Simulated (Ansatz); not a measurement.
Basis-set extrapolation for C4H8BF, SMILES `C=CCB(C)F` (PBE0-D4/def2-TZVP geometry, frozen core, the Gaussian-basis code of Ansatz). Multiplicity 1, RHF reference.

```tsv
	def2-TZVPP	def2-QZVPP
HF	-280.421166	-280.433778
MP2 correlation	-1.016649	-1.089511
CCSD(T) correlation	-1.106194	not run
```

Energies in hartree. Use E(X) = E(∞) + A·exp(−7.88·√X) for Hartree–Fock and E(X) = E(∞) + B·X^(−2.97) for correlation, with X = 3 and 4, and add CCSD(T) minus MP2 of the smaller set to the MP2 limit.

Q: What is the CCSD(T) energy at the basis-set limit?

A: HF limit: -280.433778 + (-0.012612) × 0.13774 = -280.43552. MP2 limit: -1.089511 + (-0.072862) × 0.74074 = -1.14348. Higher-order term: -1.106194 − (-1.016649) = -0.08954. Total: -281.66854 hartree, 3.84 eV below CCSD(T)/def2-TZVPP.
